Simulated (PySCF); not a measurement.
## A small calculation by hand: oscillator strength and radiative lifetime

Ga(H)2(OEt) (C2H7GaO), SMILES CC[O][GaH2].

Coordinates come from a TPSSh-D3(BJ)/def2-SVP optimisation. Other conformers were not sampled.

TDDFT-PBE/def2-SVPD in PySCF puts the first singlet state with f over 0.02 at 4.98 eV (vertical), with the transition dipole (-0.248, -0.819, 0.000) in atomic units.

### Question
Find the oscillator strength, the wavelength and the radiative lifetime that this transition would have in vacuum if emission retraced absorption.

### Answer

|μ|² = 0.7323 au, so |μ| = 2.17 D. ΔE = 4.98/27.211 = 0.1830 hartree. f = (2/3) ΔE |μ|² = 0.089 (the program prints 0.089).
λ = 1239.84/4.98 = 249 nm; ν = 40166 cm⁻¹.
Einstein's coefficient A = 0.6670 ν² f s⁻¹ (ν in cm⁻¹) = 9.6e7 s⁻¹, so τ = 1/A = 10 ns. This state is S2; the lower singlet has f = 0.000. The figure is the radiative limit of this one transition; relaxation, internal conversion, crossing to triplets and a medium change what is measured.
